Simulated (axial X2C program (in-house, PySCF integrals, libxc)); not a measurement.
# TeP along the bond: PBE0, without spin–orbit coupling

Computed with an in-house all-electron X2C program for linear molecules (integrals from PySCF). Spin-free means the one-electron spin-free X2C Hamiltonian. Basis: Te dyall-cv3z [11s12p8d4f1g], P dyall-v3z [8s7p2d1f] (cores contracted in-house); Gaussian nuclei, density fitting, unrestricted open shells. Masses: Te 129.906 u, P 30.974 u.

State: M_S = 1/2, Λ = 1 (beyond evenly filled blocks: π+α). Dipoles are positive if P is the positive end.

```json
{"R (Å)": "1.962", "μ (D)": "-0.950", "HOMO (eV)": "-5.01", "LUMO (eV)": "-3.24", "⟨S²⟩": "0.755"}
{"R (Å)": "2.052", "μ (D)": "-0.837", "HOMO (eV)": "-5.23", "LUMO (eV)": "-3.46", "⟨S²⟩": "0.757"}
{"R (Å)": "2.120", "μ (D)": "-0.737", "HOMO (eV)": "-5.38", "LUMO (eV)": "-3.62", "⟨S²⟩": "0.760"}
{"R (Å)": "2.187", "μ (D)": "-0.625", "HOMO (eV)": "-5.53", "LUMO (eV)": "-3.77", "⟨S²⟩": "0.765"}
{"R (Å)": "2.255", "μ (D)": "-0.502", "HOMO (eV)": "-5.67", "LUMO (eV)": "-3.92", "⟨S²⟩": "0.778"}
{"R (Å)": "2.334", "μ (D)": "-0.347", "HOMO (eV)": "-5.81", "LUMO (eV)": "-4.08", "⟨S²⟩": "0.817"}
{"R (Å)": "2.413", "μ (D)": "-0.196", "HOMO (eV)": "-5.92", "LUMO (eV)": "-4.21", "⟨S²⟩": "0.914"}
{"R (Å)": "2.514", "μ (D)": "-0.039", "HOMO (eV)": "-6.02", "LUMO (eV)": "-4.28", "⟨S²⟩": "1.101"}
{"R (Å)": "2.638", "μ (D)": "0.114", "HOMO (eV)": "-6.09", "LUMO (eV)": "-4.30", "⟨S²⟩": "1.312"}
{"R (Å)": "2.819", "μ (D)": "0.317", "HOMO (eV)": "-6.15", "LUMO (eV)": "-4.27", "⟨S²⟩": "1.537"}
```

Question: The minimum lies at 2.236 Å. What is the dipole moment there, and its slope?

Answer: At PBE0, spin-free, with the sign and origin stated: μ = -0.54 D, dμ/dR = 1.85 D/Å.

The state is one determinant whose occupation by symmetry is held fixed; it was picked as the lowest of a PBE0 search that is not exhaustive. The functionals have no current-density term, which raises determinants with orbital currents, atoms included. The determinant is spin-polarised beyond a pure state at some levels (its spin-free form has ⟨S²⟩ too high), which makes Re and μ there less reliable.
